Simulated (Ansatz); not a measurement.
`C[SiH2][SiH2]S` + CH₃OH → `CO[SiH2]C` + `[SiH3]S` at 400 K and 1 bar (cleavage of the Si–Si bond).

Program: Ansatz. Geometries: PBE0-D4/def2-TZVP. ΔE: electronic, gas phase. CCSD(T)/CBS adds triple-zeta CCSD(T) − MP2 to the extrapolated MP2 energy (def2 sets, frozen cores). This one scheme is used for every species. Each species was taken in one conformer, which may not be the lowest.

```json
{"species": "`C[SiH2][SiH2]S`", "CCSD(T)/CBS energy (Eh)": "-1018.83085", "H − E (kJ/mol)": "249.7", "S (J/(mol·K))": "413.6"}
{"species": "CH₃OH", "CCSD(T)/CBS energy (Eh)": "-115.61712", "H − E (kJ/mol)": "151.2", "S (J/(mol·K))": "252.6"}
{"species": "`CO[SiH2]C`", "CCSD(T)/CBS energy (Eh)": "-445.20896", "H − E (kJ/mol)": "284.1", "S (J/(mol·K))": "369.4"}
{"species": "`[SiH3]S`", "CCSD(T)/CBS energy (Eh)": "-689.27336", "H − E (kJ/mol)": "109.8", "S (J/(mol·K))": "293.0"}
```

H − E and S are ideal-gas, rigid-rotor, harmonic terms from PBE0-D4/def2-TZVP, for one conformer and one mirror image of each species. 1 Eh = 2625.50 kJ/mol, R = 8.31446 J/(mol·K).

Question: By hand: ΔE, ΔH, ΔS and ΔG.

Answer: ΔE = (-445.20896) + (-689.27336) − (-1018.83085) − (-115.61712) = -0.03435 Eh = -90.2 kJ/mol. Δ(H − E) = 284.1 + 109.8 − 249.7 − 151.2 = -7.0, so ΔH = -97.2 kJ/mol. ΔS = 369.4 + 293.0 − 413.6 − 252.6 = -3.8 J/(mol·K). ΔG = -97.2 − 400 × (-3.8)/1000 = -95.7 kJ/mol.

Question: By hand: the equilibrium constant, and the temperature at which ΔG would vanish if ΔH and ΔS stayed fixed.

Answer: log₁₀ K = −ΔG/(RT ln 10) = 12.5. ΔG = 0 at ΔH/ΔS = 25579 K, far beyond where these terms or the molecules hold.

The number of gas molecules stays the same, so ΔS is small and ΔH decides. A doubt of 5 kJ/mol in ΔE shifts log₁₀ K by 0.7 here. Other conformers and mirror images would add mixing entropy, several J/(mol·K) or more a flexible species. Modes under 60 cm⁻¹, often nearly free rotors, make the harmonic entropy too high. These are equilibria of isolated gas molecules and say nothing of rates. Largest T1 diagnostic: 0.011 (customary marks: 0.02 for closed shells, 0.045 for open ones).
